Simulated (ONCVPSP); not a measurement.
Before and after: ONCV potential for Al (Z = 13)

* Element: aluminium
* Generator: ONCVPSP 4.0.1
* Type: optimised norm-conserving Vanderbilt (ONCV)
* Functional: LDA (Perdew-Wang 92)
* Relativity: scalar-relativistic
* Frozen core: [Ne]
* Valence charge: 3
* Reference configuration: 3s2 3p1
* Partial waves: 3s: rc 2.15 bohr, ncon 4, nbas 7, qcut 3.1 1/bohr, 2 projectors, debl 1.1 Ha; 3p: rc 2.90 bohr, ncon 3, nbas 6, qcut 2.9 1/bohr, 1 projector; d scattering state at 0.45 Ha: rc 2.85 bohr, ncon 4, nbas 7, qcut 3.6 1/bohr, 3 projectors, debl 3.3 Ha
* Local potential: polynomial inside 1.75 bohr (lpopt 5, dvloc0 3 Ha)
* Core correction: Teter function, fcfact 4.75, rcfact 1.6

Change: s: qcut 2.9; p: qcut 2.7; d: qcut 3.4.

Cutoffs: the cutoffs (Ha) at which the residual kinetic energy of the hardest occupied pseudo-wave falls to 1 and 0.1 mHa per electron; they do not see the model core or the augmentation charge, which bear on the density cutoff. Errors are all-electron minus pseudo energies relative to the spin-unpolarised reference configuration.

Problem. What does the change do?

Solution. The potential gets harder (5.5 Ha and 22 Ha → 8.4 Ha and 23 Ha); of the 4 tests that both files solve, the error grows in 1 and shrinks in 0 by more than 15 % and 0.3 meV (median size 14.8 → 16.7 meV); neither file shows a bound ghost.

| quantity | base | changed |
| --- | --- | --- |
| cutoff, loose | 5.5 Ha | 8.4 Ha |
| cutoff, tight | 22 Ha | 23 Ha |
| loose cutoff by channel | s 5.5 Ha, p 2.2 Ha | s 8.4 Ha, p 2.1 Ha |
| bound ghosts | none | none |
| GHOST(+) flags under 300 eV | none | none |
| error for 3s2 3p0, meV [ΔE 5.84 eV] | -6.1 | -5.9 |
| error for 3s1 3p0, meV [ΔE 25.21 eV] | -88 | -88 |
| error for 3s2 3p0.5, meV [ΔE 2.12 eV] | -1.0 | -0.9 |
| error for 3s0 3p3, meV [ΔE 10.50 eV] | -23 | -27 |
| s: phases at 2.18 bohr within 0.05 rad from the reference energy up to (Ha; the scan ends near 5) | 2.6 | 2.6 |
| p: phases at 2.95 bohr within 0.05 rad from the reference energy up to (Ha; the scan ends near 5) | 1.0 | 1.0 |
| d: phases at 2.89 bohr within 0.05 rad from the reference energy up to (Ha; the scan ends near 5) | 1.5 | 1.5 |
| rms error of d²Exc/dni dnj with the model core, mHa | 1.85 | 1.88 |

Base: The cutoffs count occupied waves only; projector 3 of the d channel, the hardest unoccupied one, needs 30 Ha at the loose tolerance. Changed file: The cutoffs count occupied waves only; projector 3 of the d channel, the hardest unoccupied one, needs 29 Ha at the loose tolerance.
